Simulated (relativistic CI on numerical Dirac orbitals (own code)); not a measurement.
**Co3+: M2,3 absorption edge**

Computed with this model: Dirac-Coulomb-Breit CI, separate exchange-only KLI orbitals for each configuration, a model potential for QED, valence Slater integrals scaled by 0.8, multiplet model of core-to-valence dipole absorption; configurations [Ar] 3d6 → [Ne] 3s2 3p5 3d7; 300 K; Lorentzian 1.2 eV and Gaussian 0.3 eV FWHM. Energies are those of the free ion, without screening or charge transfer. The branching ratio is the share of the lower-energy edge in the whole absorption, uncertain by about 0.02 where the edges overlap. S is read from ⟨S²⟩ = S(S + 1).

Field parameters in Wybourne normalisation: D3d B²₀ = −7Dσ, B⁴₀ = −14Dq − 21Dτ, B⁴₃ = −14√(10/7) Dq; Oh B⁴₀ = 21Dq, B⁴₄ = √(5/14) B⁴₀; Td as Oh with Dq negative (B⁴₀ = 21Dq, B⁴₄ = √(5/14) B⁴₀). The field is a parameter set, without covalency.

free ion: ground-state S = 2.00, centroid 65.35 eV. Peaks (eV, height): 61.8 (42), 66.0 (67), 67.0 (100).

Oh, 10Dq = 24700 cm⁻¹: ground-state S = 0.02, centroid 72.16 eV. Peaks (eV, height): 66.8 (51), 71.8 (100), 78.8 (51).

D3d, 10Dq = 13300, Dσ = -970, Dτ = -430 cm⁻¹: ground-state S = 2.00, centroid 65.63 eV. Peaks (eV, height): 63.2 (49), 66.8 (100).

Td, 10Dq = -9050 cm⁻¹: ground-state S = 2.00, centroid 65.63 eV. Peaks (eV, height): 63.0 (42), 67.0 (100).

Td, 10Dq = -11150 cm⁻¹: ground-state S = 2.00, centroid 65.68 eV. Peaks (eV, height): 63.2 (44), 67.2 (100).

Oh, 10Dq = 26750 cm⁻¹: ground-state S = 0.01, centroid 72.31 eV. Peaks (eV, height): 67.2 (60), 72.2 (100), 79.0 (50).

Strongest unbroadened transitions for Td, 10Dq = -11150 cm⁻¹:

| Energy (eV) | Relative strength |
| --- | --- |
| 62.85 | 25.7 |
| 63.05 | 17.5 |
| 63.14 | 20.3 |
| 63.18 | 13.0 |
| 63.36 | 17.8 |
| 66.54 | 29.6 |
| 66.57 | 27.1 |
| 67.19 | 55.3 |
| 67.20 | 48.5 |
| 67.21 | 38.0 |
| 67.22 | 29.1 |
| 67.27 | 63.4 |
| 67.28 | 63.3 |
| 67.31 | 16.6 |
| 67.32 | 29.2 |
| 67.34 | 100.0 |
| 67.43 | 26.2 |
| 67.44 | 24.7 |
